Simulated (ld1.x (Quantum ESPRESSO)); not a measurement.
What the settings do to the ultrasoft potential of argon

Base potential:

```
Element                 : argon (Ar)
Generator               : ld1.x (Quantum ESPRESSO) 7.5
Type                    : ultrasoft
Functional              : LDA (PZ)
Relativity              : non-relativistic
Frozen core             : [Ne]
Valence charge          : 8
Reference configuration : 3s2 3p6
Partial waves           : 3s (bound): rcut 1.00, rcutus 1.15 bohr; 3s channel at -1.1 Ry: rcut 1.00, rcutus 1.15 bohr; 3p (bound): rcut 0.90, rcutus 1.05 bohr; 3p channel at 1.8 Ry: rcut 0.90, rcutus 1.05 bohr
Local potential         : all-electron potential smoothed inside 1.15 bohr (lloc = -1)
Core correction         : none
Augmentation charge     : PSQ, inside the norm-conserving radii
```

Cutoffs, loose and tight: the cutoffs (Ry, on a coarse ladder) from which the occupation-weighted sum of valence levels, in a spherical-Bessel basis at the reference potential, stays within 10 and 1 mRy of its value at 400 Ry. They do not see the model core or the augmentation charge, which bear on the density cutoff. Test errors are all-electron minus pseudo excitation energies from the reference, over the configurations 3s2 3p5; 3s2 3p4; 3s2 3p3; 3s2 3p2; 3s1 3p6; 3s2 3p5.5 (two spin-polarised tests are not counted in the largest error). A dash means not determined; rows that change the core or the reference have their own tests.

| change | outcome | cutoff, loose | cutoff, tight | bound ghosts | largest test error (meV) |
| --- | --- | --- | --- | --- | --- |
| base | generated | 35 Ry | 80 Ry | none | +119 |
| wave 3s channel at -1.1 Ry: rcut 1.00, rcutus 1.15 bohr becomes 3s channel at -1.66 Ry: rcut 1.00, rcutus 1.15 bohr | generated | 35 Ry | 80 Ry | none | +119 |
| wave 3s channel at -1.1 Ry: rcut 1.00, rcutus 1.15 bohr becomes 3s channel at -1.56 Ry: rcut 1.00, rcutus 1.15 bohr | generated | 35 Ry | 80 Ry | none | +119 |
| wave 3s channel at -1.1 Ry: rcut 1.00, rcutus 1.15 bohr becomes 3s channel at -1.46 Ry: rcut 1.00, rcutus 1.15 bohr | generated | 35 Ry | 80 Ry | none | +119 |
| wave 3s channel at -1.1 Ry: rcut 1.00, rcutus 1.15 bohr becomes 3s channel at -1.16 Ry: rcut 1.00, rcutus 1.15 bohr | generated | 35 Ry | 80 Ry | none | +119 |
| wave 3s channel at -1.1 Ry: rcut 1.00, rcutus 1.15 bohr becomes 3s channel at -0.97 Ry: rcut 1.00, rcutus 1.15 bohr | generated | 35 Ry | 80 Ry | none | +119 |
| wave 3s channel at -1.1 Ry: rcut 1.00, rcutus 1.15 bohr becomes 3s channel at -0.13 Ry: rcut 1.00, rcutus 1.15 bohr | generated | 35 Ry | 80 Ry | none | +120 |
| wave 3s channel at -1.1 Ry: rcut 1.00, rcutus 1.15 bohr becomes 3s channel at 0.61 Ry: rcut 1.00, rcutus 1.15 bohr | generated | 35 Ry | 80 Ry | none | +120 |
| wave 3s channel at -1.1 Ry: rcut 1.00, rcutus 1.15 bohr becomes 3s channel at 1.94 Ry: rcut 1.00, rcutus 1.15 bohr | generated | 35 Ry | 80 Ry | none | +121 |
| wave 3s channel at -1.1 Ry: rcut 1.00, rcutus 1.15 bohr becomes 3s channel at 4.17 Ry: rcut 1.00, rcutus 1.15 bohr | generated | 35 Ry | 80 Ry | none | +123 |
